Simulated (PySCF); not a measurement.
A homologous series of growing length: n-germane methyl/methyl. All species are isolated molecules in the gas phase. One relaxed conformer stands for each flexible species; it need not be the lowest. Strings in code marks are SMILES.

The HOMO–LUMO gap from two functionals at the same geometries (PBE0-D3(BJ)/def2-SVP), both in PySCF: PBE-D3(BJ)/def2-TZVP and PBE0-D4/def2-TZVP. 

| species | PBE-D3(BJ)/def2-TZVP (eV) |
|---|---|
| n = 1 (`[GeH2]([CH3])[CH3]`) | 7.60 |
| n = 2 (`[CH3][GeH2][GeH2][CH3]` (C–Ge–Ge–C torsion 179°)) | 6.05 |
| n = 3 (`[GeH2]([GeH2][CH3])[GeH2][CH3]` (C–Ge–Ge–Ge torsion 180°, Ge–Ge–Ge–C torsion 180°)) | 5.80 |
| n = 4 (`[CH3][GeH2][GeH2][GeH2][GeH2][CH3]`) | 5.23 |
| n = 5 (`[CH3][GeH2][GeH2][GeH2][GeH2][GeH2][CH3]`) | 4.84 |
| n = 6 (`[GeH2]([GeH2][CH3])[GeH2][GeH2][GeH2][GeH2][CH3]`) | 4.56 |

What does PBE0-D4/def2-TZVP give for each?


- n = 1 (`[GeH2]([CH3])[CH3]`): 9.62
- n = 2 (`[CH3][GeH2][GeH2][CH3]` (C–Ge–Ge–C torsion 179°)): 7.87
- n = 3 (`[GeH2]([GeH2][CH3])[GeH2][CH3]` (C–Ge–Ge–Ge torsion 180°, Ge–Ge–Ge–C torsion 180°)): 7.62
- n = 4 (`[CH3][GeH2][GeH2][GeH2][GeH2][CH3]`): 7.00
- n = 5 (`[CH3][GeH2][GeH2][GeH2][GeH2][GeH2][CH3]`): 6.55
- n = 6 (`[GeH2]([GeH2][CH3])[GeH2][GeH2][GeH2][GeH2][CH3]`): 6.23
Over these rows, drawn at random from the members with no instability flagged (it was tested for open shells, ions and some series alone), PBE minus PBE0-D4: mean -1.80 eV, from -2.02 eV to -1.67 eV.
